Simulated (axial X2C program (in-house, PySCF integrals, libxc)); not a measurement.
## Excited states of SnH⁺ by EOM-EE-CCSD

Calculated with an in-house all-electron X2C program for linear molecules (integrals from PySCF): two-component X2C with atomic mean-field Coulomb and Gaunt terms, Gaussian nuclei, basis Sn dyall-acv3z, H dyall-av3z with contracted cores.

R = 1.762 Å (near the PBE0 minimum at charge 1 of the determinant lowest at the starting distance; the state shown can have its own minimum elsewhere).

Hartree–Fock spinors of SnH⁺ (one of each Kramers pair; a window near the gap, which can cut inner shells):

```tsv
ω	occupied	ε (eV)	character
1/2	yes	-22.58	54% Sn s, 32% H s, 10% H p
1/2	yes	-16.21	50% Sn p, 25% H s, 18% Sn s
1/2	no	-6.44	84% Sn p, 11% H p, 4% H d
3/2	no	-6.20	85% Sn p, 11% H p, 4% H d
1/2	no	-2.77	47% Sn s, 39% H s, 7% H p
1/2	no	-2.33	49% Sn d, 32% Sn p, 10% H s
1/2	no	-1.85	97% Sn p
3/2	no	-1.81	99% Sn p
```

Vertical excitation energies from the closed-shell determinant state of SnH⁺:

```
 Ω  excitation (eV)   cm⁻¹        hole of the leading pair    particle of the leading pair  weight of the pair (for Ω = 0 its time-reversed partner can hold as much again)  singles weight
0⁻            2.204  17774  49% Sn pσ, 25% H sσ, 18% Sn sσ              85% Sn pπ, 9% H pπ                                                                             0.48            0.96
0⁺            2.226  17954  49% Sn pσ, 25% H sσ, 19% Sn sσ              85% Sn pπ, 9% H pπ                                                                             0.48            0.96
 1            2.339  18866  50% Sn pσ, 26% H sσ, 17% Sn sσ             85% Sn pπ, 10% H pπ                                                                             0.66            0.96
 2            2.539  20482  50% Sn pσ, 25% H sσ, 18% Sn sσ             85% Sn pπ, 10% H pπ                                                                             0.96            0.96
 1            3.190  25727  51% Sn pσ, 31% H sσ, 12% Sn sσ             84% Sn pπ, 11% H pπ                                                                             0.64            0.94
0⁻            6.271  50576   51% Sn pσ, 33% H sσ, 9% Sn sσ  32% Sn dσ, 28% Sn pσ, 16% H pσ                                                                             0.47            0.96
 1            6.278  50635   51% Sn pσ, 33% H sσ, 9% Sn sσ  32% Sn dσ, 28% Sn pσ, 16% H pσ                                                                             0.95            0.96
0⁺            7.183  57931   55% Sn sσ, 31% H sσ, 10% H pσ             84% Sn pπ, 10% H pπ                                                                             0.42            0.88
0⁻            7.203  58098   55% Sn sσ, 31% H sσ, 10% H pσ             84% Sn pπ, 10% H pπ                                                                             0.42            0.89
```

This point took 60 s on 1 thread of Intel(R) Xeon(R) Processor @ 2.30GHz, on a shared host.

Reference electrons by ω block (each with its −ω partner): 1/2: 16, 3/2: 7, 5/2: 2. 14 electrons of SnH⁺ correlated (inner shells frozen), 88 natural virtual spinors (a truncated set); levels can be off by some tenths of an eV. Roots sought by Ω: (0: 5, 1: 4, 2: 3, 3: 1); the list ends where they run out and leaves out roots under 60 % singles weight. The solver can skip a root, and states that need a further excitation, which the method places far too high, are missing though they may lie low or lowest. T1 of the reference 0.012 (Lee–Taylor). Number of frozen shells: Sn 4 s, 3 p, 1 d; H none.
